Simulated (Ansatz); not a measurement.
Ideal-gas functions of CH6Ge2, SMILES `[CH2]1[GeH2][GeH2]1` at 800 K and 1 bar, from an Ansatz frequency run at PBE0-D4/def2-TZVP.

Molar mass 163.28 g/mol, point group C2v (symmetry number 2), electronic degeneracy 1, moments of inertia 45.885, 225.218, 254.536 u Å². Harmonic wavenumbers (cm⁻¹, unscaled): 295, 296, 364, 389, 461, 534, 567, 620, 675, 749, 835, 840, 882, 897, 1370, 2163, 2164, 2180, 2188, 3131, 3217.

Use S(trans) = R[1.5 ln M + 2.5 ln T − 1.1517]; rotational temperatures θ = 24.2544 K / I; S(rot) = R[ln(√π/σ · √(T³/θAθBθC)) + 1.5]; for each mode x = 1.438777 ν̃/T, S = R[x/(eˣ − 1) − ln(1 − e⁻ˣ)] and H = RT x/(eˣ − 1); 1 cm⁻¹ = 0.0119627 kJ/mol; R = 8.31446 J/(mol·K).

Q: By hand: the entropy, in J/(mol·K).

A: Translation 192.9. Rotation: θ = 0.5286, 0.1077, 0.0953 K, giving 116.5. Vibration, mode by mode: 13.68, 13.65, 11.98, 11.45, 10.11, 8.96, 8.50, 7.83, 7.19, 6.44, 5.67, 5.63, 5.30, 5.18, 2.65, 0.85, 0.85, 0.83, 0.82, 0.20, 0.17, in all 127.9. Electronic 0.0. Sum 437.3 J/(mol·K).

Q: By hand: H − E and G − E in kJ/mol, counted from the electronic energy.

A: Zero-point energy ½ × 24817 × 0.0119627 = 148.4; thermal vibration 56.6; translation, rotation and pV give 4 RT = 26.6. H − E = 231.6 kJ/mol, and G − E = 231.6 − 800 × 437.3/1000 = -118.2 kJ/mol.

Vibration gives 29 % of the entropy.
